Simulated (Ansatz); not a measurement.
Reaction (atomization): `O=C=[N][Sn]([N]=C=O)([N]=C=O)[N]=C=O` → 4 C• + 4 N• + 4 O• + Sn•

Isolated molecules relaxed with PBE0-D4/def2-TZVP in Ansatz; ΔE leaves out vibrations. CCSD(T)/CBS adds triple-zeta CCSD(T) − MP2 to the extrapolated MP2 energy (def2 sets, frozen cores). This one scheme is used for every species, atoms too. DFT in def2-TZVPP. HSE06 is defined as in plane-wave codes. Open shells (•) are unrestricted, without spin–orbit coupling. Spin–orbit coupling would lower the free atoms: a little for C, O; strongly for Sn. def2 core potentials past Kr. Bonds to Sn are less sure, by a few kJ/mol each and by 10 to 20 or more in all where they break to atoms, as the def2 sets lack core-valence functions. Each species was taken in one conformer, which may not be the lowest.

`O=C=[N][Sn]([N]=C=O)([N]=C=O)[N]=C=O`:

```xyz
13

O    -0.704   -3.009   -2.431
C    -0.478   -2.345   -1.506
N    -0.254   -1.723   -0.494
Sn    0.191    0.169   -0.097
N     2.143    0.451   -0.186
C     3.081    0.168    0.519
O     4.032   -0.066    1.141
N    -0.591    1.377   -1.452
C    -1.568    2.085   -1.495
O    -2.485    2.785   -1.614
N    -0.478    0.610    1.716
C    -1.133    0.005    2.533
O    -1.756   -0.507    3.367
```

```json
{"level": "PBE", "ΔE (eV)": "73.59", "difference from CCSD(T)/CBS": "5.01"}
{"level": "PBE0", "ΔE (eV)": "69.44", "difference from CCSD(T)/CBS": "0.86"}
{"level": "HSE06", "ΔE (eV)": "69.55", "difference from CCSD(T)/CBS": "0.97"}
{"level": "BHLYP", "ΔE (eV)": "63.34", "difference from CCSD(T)/CBS": "-5.24"}
{"level": "RPA@PBE/def2-TZVPP", "ΔE (eV)": "62.51", "difference from CCSD(T)/CBS": "-6.07"}
{"level": "HF/def2-SVP", "ΔE (eV)": "41.15", "difference from CCSD(T)/CBS": "-27.43"}
{"level": "CCSD(T)/def2-TZVPP", "ΔE (eV)": "65.90", "difference from CCSD(T)/CBS": "-2.68"}
{"level": "HF/def2-QZVPP", "ΔE (eV)": "41.22", "difference from CCSD(T)/CBS": "-27.36"}
{"level": "MP2/def2-QZVPP", "ΔE (eV)": "71.80", "difference from CCSD(T)/CBS": "3.22"}
{"level": "HF/CBS(def2)", "ΔE (eV)": "41.24", "difference from CCSD(T)/CBS": "-27.34"}
{"level": "CCSD(T)/CBS", "ΔE (eV)": "68.58", "difference from CCSD(T)/CBS": "0"}
```

Largest T1 diagnostic among the species: 0.018.

In def2-TZVPP, CCSD(T) changes the Hartree–Fock value by +24.87 eV (the triples alone add +2.52 eV) and MP2 by +29.17 eV; breaking electron pairs costs correlation energy, which Hartree–Fock lacks. From PBE to PBE0 (25 % exact exchange), in def2-TZVPP and without D4, ΔE moves by −4.15 eV: exact exchange takes away binding that semilocal exchange gives to molecules. Leaving LDA and LC-ωPBE aside and taking each functional with its dispersion term where it has one, the values, not all of them listed here, spread over 10.11 eV, from BHLYP-D4 to PBE-D4. LDA lies +10.70 eV from PBE without D4, its usual overbinding.

For atomizations the MP2-based limit and the directly extrapolated one differ by several kJ/mol either way, and by 10 to 25 for some Ge, Se and Sn compounds, so smaller differences from it don't rank the levels.
